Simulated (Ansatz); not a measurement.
The same hydrolysis along the group B, Al, Ga, In.

Isolated molecules relaxed with PBE0-D4/def2-TZVP in Ansatz; ΔE leaves out vibrations. CBS: MP2 limit from def2 TZ/QZ plus the TZ coupled-cluster correction, frozen cores. This one scheme is used for every species. DFT in def2-TZVPP. def2 core potentials past Kr. For Br, Ga, In outer-core shells are correlated without core-valence functions, which leaves a few kJ/mol of doubt a bond. Scalar relativity is left out up to krypton. One conformer a species, not always the lowest.

```tsv
reaction	CCSD(T)/CBS(def2) (kJ/mol)
`OB(F)Br` + H₂O → `OB(O)Br` + H–F	9
`[OH][Al]([F])[Br]` + H₂O → `[OH][Al]([OH])[Br]` + H–F	45
`[OH][Ga]([F])[Br]` + H₂O → `[OH][Ga]([OH])[Br]` + H–F	18
`[OH][In]([F])[Br]` + H₂O → `[OH][In]([OH])[Br]` + H–F	?
```

Q: Fill in the missing values. (Best estimate.)

A: Computed: `[OH][In]([F])[Br]` + H₂O → `[OH][In]([OH])[Br]` + H–F: +22.3 kJ/mol.

Largest T1 diagnostic: 0.014, for `[OH][In]([F])[Br]`.
